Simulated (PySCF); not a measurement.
## Frontier levels across methods

Species: C3H8O2Si.
Cartesian coordinates in Å at the PBE0-D3(BJ)/def2-SVP level; atoms count from 1:
```
atom  x, y, z in Å
C1     2.261    0.154   -0.068
C2     1.598   -0.805    0.586
O3     0.305   -1.140    0.448
Si4   -0.876   -0.438   -0.530
C5    -1.277    1.251    0.140
O6    -2.176   -1.460   -0.498
H7     3.320    0.311    0.140
H8     1.793    0.790   -0.824
H9     2.105   -1.432    1.329
H10   -0.417   -0.412   -1.942
H11   -2.077    1.724   -0.452
H12   -1.615    1.185    1.186
H13   -0.395    1.909    0.117
H14   -2.560   -1.655    0.361
```

Basis pcSseg-1 throughout (PySCF), one geometry. Geometry: PBE0-D3(BJ)/def2-SVP, one conformer, isolated molecule.

Question: How do the orbital energies, the gap and the dipole change with the method?

Answer: 
| method | kind | HOMO (eV) | LUMO (eV) | gap (eV) | μ (D) | SCF cycles |
| --- | --- | --- | --- | --- | --- | --- |
| BLYP | GGA | -5.48 | -0.25 | 5.23 | 1.73 | 15 |
| OPBE | GGA | -5.59 | -0.21 | 5.37 | 1.75 | 15 |
| B97-D | GGA | -5.60 | -0.27 | 5.33 | 1.74 | 15 |
| PBE | GGA | -5.64 | -0.37 | 5.27 | 1.75 | 15 |
| KT3 | GGA | -5.64 | -0.30 | 5.34 | 1.68 | 16 |
| KT2 | GGA | -5.66 | -0.35 | 5.31 | 1.70 | 16 |
| BP86 | GGA | -5.75 | -0.46 | 5.29 | 1.76 | 15 |
| LDA | LDA | -5.83 | -0.61 | 5.22 | 1.82 | 15 |
| B3LYP | global hybrid | -6.62 | 0.38 | 7.00 | 1.76 | 14 |
| HF | Hartree–Fock | -9.50 | 4.05 | 13.55 | 1.85 | 11 |

The HOMO spans 4.02 eV, from BLYP down to HF, and the gap runs from 5.22 eV (LDA) to 13.55 eV (HF). Over the methods BLYP (0 %), OPBE (0 %), B97-D (0 %), PBE (0 %), KT3 (0 %), KT2 (0 %), BP86 (0 %), LDA (0 %), B3LYP (20 %), HF (100 %), a straight line through the gap against the share of exact exchange rises by 0.83 eV for each 10 % (correlation coefficient 1.000). The dipole ranges from 1.68 D (KT3) to 1.85 D (HF). This basis has no diffuse functions.
